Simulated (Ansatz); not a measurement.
Total energies of Al13As13H30, a nanocrystal cut from zinc blende AlAs (hydrogen-capped) from Ansatz at PBE0-D4/def2-TZVP, gas phase (1 Eh = 27.2114 eV = 2625.5 kJ/mol). The reference geometry is relaxed at r2SCAN-D4/def2-SVP.

Cartesian coordinates in Å:
```
Al -0.6476 -1.8407 2.4907
Al 3.4852 -2.0241 1.6601
Al 1.1250 -5.1659 0.5676
Al -1.4283 -2.4403 -1.4192
Al 2.7166 -2.6143 -2.1890
Al 1.7333 1.4094 3.7431
Al -2.2572 1.4620 4.5881
Al -3.0408 0.7193 0.4978
Al -0.6228 3.9298 1.7807
Al 0.9191 0.6399 -0.2817
Al 0.1155 0.1676 -4.3548
Al -1.4718 3.2777 -2.4679
Al -3.8963 0.2034 -3.6125
As 1.3997 -3.2169 2.1554
As -0.2451 0.0064 4.1107
As 3.6236 -0.1870 3.3563
As -1.0122 -0.7046 0.3105
As 2.8967 -0.8384 -0.4507
As 0.6706 -3.7769 -1.4963
As -1.7714 -1.1652 -3.5296
As 2.1010 -1.3559 -4.2648
As 1.2738 2.3424 1.4789
As -2.4802 2.3975 2.2492
As -3.2773 1.7855 -1.7393
As -1.0411 4.8028 -0.5289
As 0.4874 1.7385 -2.4570
H -1.8765 -2.7385 2.9374
H 4.8482 -2.8301 1.5777
H -0.1903 -5.9738 0.9538
H 2.5528 -5.8545 0.3883
H -2.6809 -3.3568 -1.0920
H 4.0547 -3.4394 -2.3960
H 2.1243 2.5090 4.8166
H -3.5111 0.5339 4.9015
H -1.7861 2.6478 5.5457
H -4.3425 -0.1006 0.8839
H -0.3083 5.1115 2.7902
H 0.0097 0.8866 -5.7640
H -1.6288 4.0974 -3.8162
H -5.1195 -0.7025 -3.1488
H -3.8903 1.0332 -4.9749
H 1.6829 -3.8461 3.5035
H 0.0658 -0.6770 5.4260
H 3.9656 -0.8185 4.6856
H 4.9101 0.5841 3.1670
H 4.0867 0.0211 -0.8199
H 0.4616 -4.7837 -2.6082
H -1.9395 -2.2159 -4.6074
H 1.9538 -2.3630 -5.3815
H 3.3175 -0.6386 -4.8044
H 2.4813 3.1673 1.0885
H -3.6758 3.3252 2.3100
H -4.4594 2.7236 -1.6113
H -2.1961 5.7734 -0.4470
H 0.0316 5.8026 -0.8966
H 1.7033 2.5703 -2.8047
```

```tsv
state	geometry	energy (Eh)
charge 0 singlet	reference	-32232.12427
charge 1 doublet	reference	-32231.82650
charge -1 doublet	reference	-32232.16076
free Al atom (doublet)	–	-242.24894
free As atom (quartet)	–	-2235.53903
free H atom (doublet)	–	-0.50104
```

Single mean-field runs in def2-TZVP are fitted with def2-universal-jkfit.

(1) Work out the vertical ionisation energy to the doublet.

(2) Work out the vertical electron affinity, to the doublet.

(3) Give the fundamental gap IE − EA, the Mulliken electronegativity (IE + EA)/2 and the hardness (IE − EA)/2.

(4) What is the binding energy per atom against free atoms?

(1) E(charge 1 doublet) − E(charge 0 singlet) = -32231.82650 − (-32232.12427) = 0.29777 Eh = 8.10 eV. For comparison, −ε of the highest occupied level is 7.11 eV at this level, 0.99 eV less.

(2) E(charge 0 singlet) − E(charge -1 doublet) = -32232.12427 − (-32232.16076) = 0.03649 Eh = 0.99 eV. The basis lacks diffuse functions, which makes affinities too small.

(3) From the values in Eh: IE − EA = 0.29777 − 0.03649 = 0.26128 Eh = 7.11 eV; (IE + EA)/2 = 4.55 eV; (IE − EA)/2 = 3.55 eV. The HOMO–LUMO gap of the same run is 5.34 eV, 1.77 eV smaller than the fundamental gap.

(4) Atoms: 13 × (-242.24894) + 13 × (-2235.53903) + 30 × (-0.50104) = -32226.27481 Eh. Binding: -32226.27481 − (-32232.12427) = 5.84946 Eh = 159.17 eV, or 2.84 eV for each of 56 atoms (no zero-point energy, no counterpoise term).
